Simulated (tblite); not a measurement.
Species: C₆H₁₀O₂.
Structure used (GFN2-xTB), in Å, numbered top down from 1:
```
atom  x, y, z in Å
C1    -1.0296   -1.4739   -1.0891
C2    -1.4532   -0.4461   -0.3702
C3    -2.7461   -0.4090    0.3834
O4    -0.7957    0.7619   -0.2585
C5     0.5434    0.8460   -0.4720
C6     1.0480    1.8664   -1.1559
O7     1.2291   -0.1520    0.1520
C8     2.6306   -0.1384    0.0557
H9    -1.6090   -2.3757   -1.1458
H10   -0.0987   -1.4603   -1.6263
H11   -3.3372   -1.2936    0.1720
H12   -3.3068    0.4804    0.1030
H13   -2.5468   -0.3554    1.4527
H14    0.3810    2.5803   -1.5974
H15    2.1003    2.0321   -1.2685
H16    2.9732   -1.0207    0.5937
H17    3.0520    0.7594    0.5176
H18    2.9568   -0.1949   -0.9876
```

Computed values, GFN2-xTB/tblite, gas phase, harmonic and unscaled. The method is semi-empirical: single wavenumbers can be off by several per cent or more. One conformer, not necessarily the lowest.

Harmonic wavenumbers (cm⁻¹): 49.4, 59.3, 89.6, 108.1, 192.2, 226.5, 297.5, 335.3, 398.4, 447.2, 477.2, 559.4, 627.5, 689.5, 709.7, 791.0, 840.6, 845.7, 909.4, 944.6, 996.5, 1020.8, 1041.6, 1105.2, 1126.1, 1161.0, 1227.8, 1237.3, 1377.6, 1386.3, 1404.3, 1409.7, 1458.7, 1464.5, 1472.7, 1484.2, 1711.3, 1728.0, 2935.6, 2950.7, 3014.4, 3026.4, 3032.2, 3068.7, 3131.7, 3158.5, 3162.1, 3192.4.

A = 3842, B = 1334, C = 1149 MHz; mass 114.068 u (most abundant isotopes); point group C1, symmetry number 1.

**Question.** Zero-point energy?

**Answer.** ½Σν̃ = 32042 cm⁻¹ = 383.31 kJ/mol.

**Question.** Give the ideal-gas entropy at 298.15 K and 1 bar in the rigid-rotor, harmonic-oscillator model (classical rotation).

**Answer.** Translation 167.93, rotation 118.79, vibration 119.48: S = 406.2 J/(mol K).

**Question.** And Cp and H(298.15 K) − H(0)?

**Answer.** Cp = 152.41 J/(mol K), of which vibrations give 119.16 (their classical limit is 48 R = 399.1); H(298.15 K) − H(0) = 28.19 kJ/mol without the zero-point energy, 18.28 from vibrations.

**Question.** Blend soft modes into free rotors: weight 1/[1 + (100 cm⁻¹/ν̃)⁴] for the oscillator and the rest for a rotor with moment μB/(μ + B), μ = h/(8π²ν), B = 10⁻⁴⁴ kg m². What vibrational entropy results?

**Answer.** 107.64 J/(mol K) in place of 119.48, which changes −T·S at 298.15 K by +3.53 kJ/mol.

**Question.** What must be added to the electronic energy to get the Gibbs energy at 298.15 K and 1 bar?

**Answer.** ZPE + [H(298.15 K) − H(0)] − T·S = 383.31 + 28.19 − 121.11 = 290.39 kJ/mol.

**Question.** How do the functions run with temperature in this model?

**Answer.** 
```tsv
T (K)	S (J/(mol K))	Cp (J/(mol K))	H − H(0) (kJ/mol)	G − H(0) (kJ/mol)	ln q(vib)
50	242.5	57.4	2.17	-9.96	0.61
100	288.7	77.3	5.56	-23.31	1.92
373.15	443.5	181.1	40.71	-124.79	8.84
500	502.6	223.4	66.46	-184.85	11.91
750	605.4	283.0	130.32	-323.72	17.74
1000	692.6	322.5	206.32	-486.25	23.16
```

q(vib) and H(0) count from the zero-point level.

Hindered rotation and anharmonicity are outside this model. Other conformers, if any are populated, would add a mixing term that is left out. The structure is chiral; the term R ln 2 for an equal mix with its mirror image is left out.
